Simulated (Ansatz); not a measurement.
Complex (SMILES): [H][H] (H2) with [SiH3][SiH3] (Si2H6), atoms 1 to 2 the first; geometry from B3LYP-D3(BJ)/def2-TZVP, monomers rigid:
```xyz
10

H      0.3397     0.0222     0.2902
H      0.6122     0.2666    -0.3576
Si     0.3200    -3.2284    -1.0917
Si     1.0226    -2.2141    -3.0850
H      0.1535    -4.6882    -1.2985
H      1.3218    -3.0132    -0.0199
H     -0.9775    -2.6616    -0.6511
H      1.2073    -0.7551    -2.8941
H      2.3113    -2.7989    -3.5296
H      0.0137    -2.4266    -4.1514
```

Interaction energy at CCSD(T) with Ansatz (a quantum-chemistry and plane-wave program), kcal/mol, without and with the counterpoise correction (monomers among the partner's ghost functions). All functions are spherical. Cores are frozen. No added dispersion term, no relativity. Reference, counterpoise-corrected: Hartree-Fock in aug-cc-pV(Q+d)Z plus the correlation part extrapolated as X^-3 from aug-cc-pV(T+d)Z and aug-cc-pV(Q+d)Z, -0.51.

```tsv
basis	functions	uncorrected
6-31G	42	0.01
pcseg-0	42	0.02
def2-SV(P)	52	-0.03
cc-pV(D+d)Z	86	-0.20
aug-pcseg-1	126	-1.23
aug-cc-pV(D+d)Z	136	-0.79
6-311++G(2d,2p)	150	-0.31
def2-TZVPD	158	-0.50
6-311++G(3df,3pd)	238	-0.53
def2-QZVP	380	-0.42
def2-QZVPP	380	-0.42
cc-pV(5+d)Z	640	-0.47
```

Q: How large is the counterpoise correction in each set?

A: 6-31G 0.32, pcseg-0 0.25, def2-SV(P) 0.26, cc-pV(D+d)Z 0.21, aug-pcseg-1 1.07, aug-cc-pV(D+d)Z 0.46, 6-311++G(2d,2p) 0.10, def2-TZVPD 0.23, 6-311++G(3df,3pd) 0.16, def2-QZVP 0.02, def2-QZVPP 0.02, cc-pV(5+d)Z 0.01 kcal/mol. The corrected value lies nearer the reference in 2 of 12 rows.
